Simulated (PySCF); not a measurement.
P$_{2}$ (SMILES P#P), singlet, at a GFN2-xTB geometry; CCSD(T)/def2-SVPD (PySCF).

PySCF was given this input:
```python
from pyscf import gto, scf, cc

mol = gto.M(
    atom='''
P    -0.000000   -0.000000   -0.960484
P     0.000000    0.000000    0.960484
''',
    basis='def2-svpd',
    charge=0,
    spin=0,
    verbose=4,
)

mf = scf.RHF(mol)
mf.kernel()

mycc = cc.CCSD(mf)
mycc.kernel()
et = mycc.ccsd_t()
print('E(CCSD(T)) = %.10f' % (mycc.e_tot + et))
```

Output, abridged:

```
PySCF version 2.14.0

[INPUT] verbose = 4
[INPUT] num. atoms = 2
[INPUT] num. electrons = 30
[INPUT] charge = 0
[INPUT] spin (= nelec alpha-beta = 2S) = 0
[INPUT] symmetry False subgroup None
[INPUT] Mole.unit = angstrom
[INPUT] Symbol           X                Y                Z      unit          X                Y                Z       unit  Magmom
[INPUT]  1 P      0.000000000000   0.000000000000  -0.960484000000 AA    0.000000000000   0.000000000000  -1.815051707027 Bohr   0.0
[INPUT]  2 P      0.000000000000   0.000000000000   0.960484000000 AA    0.000000000000   0.000000000000   1.815051707027 Bohr   0.0

nuclear repulsion = 61.9817052949346
number of shells = 20
number of NR pGTOs = 84
number of NR cGTOs = 48
basis = def2-svpd
ecp = {}

******** <class 'pyscf.scf.hf.RHF'> ********
method = RHF
initial guess = minao
damping factor = 0
level_shift factor = 0
DIIS = <class 'pyscf.scf.diis.CDIIS'>
diis_start_cycle = 1
diis_space = 8
diis_damp = 0
SCF conv_tol = 1e-09
SCF conv_tol_grad = None
SCF max_cycles = 50
direct_scf = True
direct_scf_tol = 1e-13
Set gradient conv threshold to 3.16228e-05
Initial guess from minao.
init E= -681.184553049568
  HOMO = -0.281036586512303  LUMO = -0.0584272264745152  gap/eV = 6.05751
cycle= 1 E= -681.240014531042  delta_E= -0.0555  |g|= 0.114  |ddm|= 1.72
  HOMO = -0.376504762854906  LUMO = 0.0122212422628497  gap/eV = 10.57777
cycle= 2 E= -681.247211288125  delta_E= -0.0072  |g|= 0.0363  |ddm|= 0.321
  HOMO = -0.36164318634385  LUMO = 0.0246112166885066  gap/eV = 10.51052
cycle= 3 E= -681.247963075688  delta_E= -0.000752  |g|= 0.0106  |ddm|= 0.119
  HOMO = -0.364455388352792  LUMO = 0.023896730363695  gap/eV = 10.56760
cycle= 4 E= -681.248039300549  delta_E= -7.62e-05  |g|= 0.00127  |ddm|= 0.0389
  HOMO = -0.364548014028153  LUMO = 0.0238690079521022  gap/eV = 10.56937
cycle= 5 E= -681.248040680684  delta_E= -1.38e-06  |g|= 0.000276  |ddm|= 0.00555
  HOMO = -0.364570699447482  LUMO = 0.0239004846134196  gap/eV = 10.57084
cycle= 6 E= -681.248040762372  delta_E= -8.17e-08  |g|= 6.48e-05  |ddm|= 0.000745
  HOMO = -0.364565011332605  LUMO = 0.0239121608636978  gap/eV = 10.57100
cycle= 7 E= -681.248040767167  delta_E= -4.8e-09  |g|= 6.07e-06  |ddm|= 0.000183
  HOMO = -0.364565480617444  LUMO = 0.0239121658081493  gap/eV = 10.57102
cycle= 8 E= -681.248040767197  delta_E= -2.96e-11  |g|= 6e-07  |ddm|= 3.1e-05
  HOMO = -0.36456550547702  LUMO = 0.0239122019203009  gap/eV = 10.57102
Extra cycle  E= -681.248040767197  delta_E= -6.82e-13  |g|= 1.83e-07  |ddm|= 3.07e-06
converged SCF energy = -681.248040767197

******** <class 'pyscf.cc.ccsd.CCSD'> ********
CC2 = 0
CCSD nocc = 15, nmo = 48
max_cycle = 50
direct = 0
conv_tol = 1e-07
conv_tol_normt = 1e-05
diis_space = 6
diis_start_cycle = 0
diis_start_energy_diff = 1e+09
Init t2, MP2 energy = -681.506050353762  E_corr(MP2) -0.25800958656524
Init E_corr(CCSD) = -0.258009586565261
cycle = 1  E_corr(CCSD) = -0.259390587633751  dE = -0.00138100107  norm(t1,t2) = 0.0632964
cycle = 2  E_corr(CCSD) = -0.270839752430341  dE = -0.0114491648  norm(t1,t2) = 0.0277772
cycle = 3  E_corr(CCSD) = -0.271614355817066  dE = -0.000774603387  norm(t1,t2) = 0.0111573
cycle = 4  E_corr(CCSD) = -0.273604418894731  dE = -0.00199006308  norm(t1,t2) = 0.00593335
cycle = 5  E_corr(CCSD) = -0.273507062568601  dE = 9.73563261e-05  norm(t1,t2) = 0.00131747
cycle = 6  E_corr(CCSD) = -0.273496958191465  dE = 1.01043771e-05  norm(t1,t2) = 0.00027361
cycle = 7  E_corr(CCSD) = -0.273518934773354  dE = -2.19765819e-05  norm(t1,t2) = 0.000113149
cycle = 8  E_corr(CCSD) = -0.273519407848729  dE = -4.73075376e-07  norm(t1,t2) = 2.25198e-05
cycle = 9  E_corr(CCSD) = -0.27351930525677  dE = 1.02591959e-07  norm(t1,t2) = 8.14314e-06
cycle = 10  E_corr(CCSD) = -0.273519345826201  dE = -4.05694315e-08  norm(t1,t2) = 1.84494e-06
CCSD converged
E(CCSD) = -681.5215601130235  E_corr = -0.2735193458262013
CCSD(T) correction = -0.0172828472089696
E(CCSD(T)) = -681.5388429602
```
